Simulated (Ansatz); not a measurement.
`C[CH2][AlH][O][SiH3]` + HBr → `[SiH3][O][AlH][Br]` + ethane  (ligand exchange at the Al–C bond)

Calculated with Ansatz (gas phase, PBE0-D4/def2-TZVP geometries, no zero-point term in ΔE). CCSD(T)/CBS adds triple-zeta CCSD(T) − MP2 to the extrapolated MP2 energy (def2 sets, frozen cores). This one scheme is used for every species. Functionals use def2-TZVPP. B3LYP here is the variant with VWN-RPA as its local correlation; programs differ in this. HSE06 is defined as in plane-wave codes. For Br outer-core shells are correlated without core-valence functions, which leaves a few kJ/mol of doubt a bond. Scalar relativity is left out up to krypton. One conformer a species, not always the lowest.

```
          level  ΔE (kcal/mol)  difference from CCSD(T)/CBS
    LDA (SPW92)          -39.8                          3.7
        BLYP-D4          -40.9                          2.6
       BHLYP-D4          -44.7                         -1.2
        ωB97M-V          -42.5                          1.0
         revPBE          -42.3                          1.2
          B3LYP          -43.6                         -0.1
          HSE06          -43.3                          0.2
  CCSD/def2-SVP          -43.6                         -0.1
CCSD/def2-TZVPP          -43.4                          0.1
   HF/CBS(def2)          -48.2                         -4.7
    CCSD(T)/CBS          -43.5                            0
```

Largest T1 diagnostic among the species: 0.011.

From PBE to PBE0 (25 % exact exchange), in def2-TZVPP and without D4, ΔE moves by −1.6 kcal/mol. Leaving LDA and LC-ωPBE aside and taking each functional with its dispersion term where it has one, the values, not all of them listed here, spread over 4.2 kcal/mol, from BHLYP-D4 to revPBE-D4. LDA lies +1.9 kcal/mol from PBE without D4.
